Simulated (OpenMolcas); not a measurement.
**d6 ions of charge +3 down a group with 4 hydroxide ligands in tetrahedral coordination**

* Program: OpenMolcas 26.06
* Method: SS-CASPT2, IPEA 0.25 Eh, imaginary shift 0.1 Eh
* Spin-orbit coupling: RASSI with atomic mean-field integrals over the reference wave functions

The d shell is active; CASPT2 correlates the ligand valence shells and the outer metal core. Anionic complexes are neutralised by point charges behind the ligands. Distances were set from a Shannon-type radius of the metal (high-spin where two are listed) plus a fixed donor radius (OH 1.33 Å). Ligand basis ANO-RCC-VDZP, DKH2 Hamiltonian. Energies in cm-1 above the lowest state or level, χT in cm3 K/mol. Spin-only χT is S(S+1) / 2 for the spin of the ground state.

```csv
Ion,Shell,R (Å),Metal basis,Outer charge (e at Å behind ligand),Ground state,First state of that spin,First gap with spin-orbit (degeneracies),χT at 300 K,First state of another spin,Spin-only χT
Co3+,3d6,1.81,ANO-RCC-VDZP,0.25 at 2.8,2S+1 = 5,5050,"1 (1, 1)",3.149,2S+1 = 3: 8640,3.000
Rh3+,4d6,1.87,ANO-RCC-VDZP,0.25 at 2.6,2S+1 = 5,8570,"130 (1, 1)",2.299,2S+1 = 3: 55,3.000
```

The rows also differ in their outer charges, so part of each step comes from that.

Every ion keeps the highest spin of its shell. χT departs most from the spin-only value for Rh3+, by -0.701 cm3 K/mol.

Over all roots computed the reference weight is 0.66 to 0.74 in Co3+, 0.69 to 0.73 in Rh3+; the roots of lowest weight are the least certain, and an intruder state may touch them. Ligand-to-metal charge-transfer states are missing. With no ligand orbital active B as a rule stays too high, so bands that hang on it stand too high and its fall with covalency is understated. With one d shell and no ligand orbital active, 10Dq can be off by a tenth or more. A single d shell leaves out the double-shell effect, which counts most for late 3d ions, where the CASPT2 field can be off either way by tens of per cent (holds for Co3+). Spin-orbit coupling mixes the spin-free states strongly: the lowest level takes only 65 % from its leading state, 2S+1 = 5 (holds for Rh3+). This shell can be high or low spin here, a state of another spin lies low, and with metal d orbitals alone active their balance is uncertain, so the ground spin may be wrong (holds for Rh3+). The least metal-like active orbital is 75 % on the metal (Löwdin) and no ligand orbital is active, so the numbers are rough (holds for Rh3+). No measured value stands beside these numbers; the geometry is a model, was not optimised and need not be the one that this ion takes.

A state without a sure symmetry label is named by its multiplicity alone.
